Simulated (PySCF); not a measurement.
Sn(Cl)(Me) (CH3ClSn), SMILES [Cl][Sn][CH3] (connectivity only; charge and spin as stated), neutral, multiplicity 1.

The structure is a stationary point at B3LYP-D3(BJ)/def2-SVP. The def2 effective core potentials stand for the cores of Sn; spin–orbit coupling is left out.

Method: PySCF with B3LYP-D3(BJ)/def2-SVP.

Frequencies are harmonic and unscaled.

List the normal modes with their intensities. (An estimate is asked for; the answer gives what the named calculation found.)


| mode | ν (cm⁻¹) | IR (km/mol) | Raman (Å⁴/amu) | depolarisation | moving atoms (share of kinetic energy) |
|---|---|---|---|---|---|
| 1 | 38 | 0.2 | 0.0 | – | H 98 % |
| 2 | 142 | 2.4 | 4.7 | 0.74 | C 41 %, Cl 25 %, H 23 %, Sn 11 % |
| 3 | 339 | 50.6 | 11.9 | 0.45 | Cl 77 %, Sn 23 % |
| 4 | 468 | 43.5 | 30.6 | 0.37 | C 70 %, H 18 %, Sn 11 % |
| 5 | 563 | 0.0 | 0.2 | 0.75 | H 88 %, C 12 % |
| 6 | 682 | 9.8 | 1.4 | 0.68 | H 82 %, C 17 % |
| 7 | 1176 | 2.7 | 14.1 | 0.26 | H 82 %, C 18 % |
| 8 | 1416 | 4.1 | 13.6 | 0.73 | H 95 % |
| 9 | 1417 | 8.5 | 18.0 | 0.75 | H 94 % |
| 10 | 3017 | 6.2 | 142.1 | 0.00 | H 98 % |
| 11 | 3115 | 7.3 | 71.6 | 0.75 | H 91 %, C 9 % |
| 12 | 3131 | 12.3 | 99.6 | 0.74 | H 90 %, C 10 % |
